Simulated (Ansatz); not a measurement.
The cluster Pt3W was relaxed with PBE-D4 (def2-SVP) in Ansatz in these states: neutral quintet, neutral singlet, neutral triplet. The geometries follow in no particular order.

In the def2 sets Pt, W take a core potential; there is no spin–orbit coupling.

A:

```xyz
4

W    -0.117   -0.051   -0.465
Pt   -0.574    0.447   -2.633
Pt    1.635   -0.354    1.241
Pt   -0.944   -0.042    1.856
```

B:

Cartesian coordinates in Å:
```
W -0.184 0.054 0.331
Pt 1.676 -1.079 0.959
Pt 0.179 2.168 -0.399
Pt -1.671 -1.143 -0.890
```

C:

```xyz
4

W     0.070    0.510    0.159
Pt    0.875   -1.329    1.310
Pt    1.131   -0.438   -1.667
Pt   -2.075    1.257    0.198
```

Question: Judge from the bond lengths which geometry belongs to which state (an estimate).

Answer: A is the neutral quintet (W1–Pt4 2.465 Å, W1–Pt3 2.465 Å, W1–Pt2 2.271 Å); B is the neutral singlet (W1–Pt4 2.266 Å, W1–Pt3 2.266 Å, W1–Pt2 2.266 Å); C is the neutral triplet (W1–Pt4 2.272 Å, W1–Pt3 2.315 Å, W1–Pt2 2.315 Å).

At PBE-D4/def2-SVP the gap within one spin of the charge 0 quintet nearly closes, so an electron or hole may be smeared out by delocalisation error. At PBE0-D4/def2-TZVP a singlet lies 1.14 eV below the neutral quintet. At PBE0-D4/def2-TZVP a singlet lies 0.12 eV below the neutral triplet. These are the stationary points nearest to one start from a short search; other shapes may lie lower in each state.
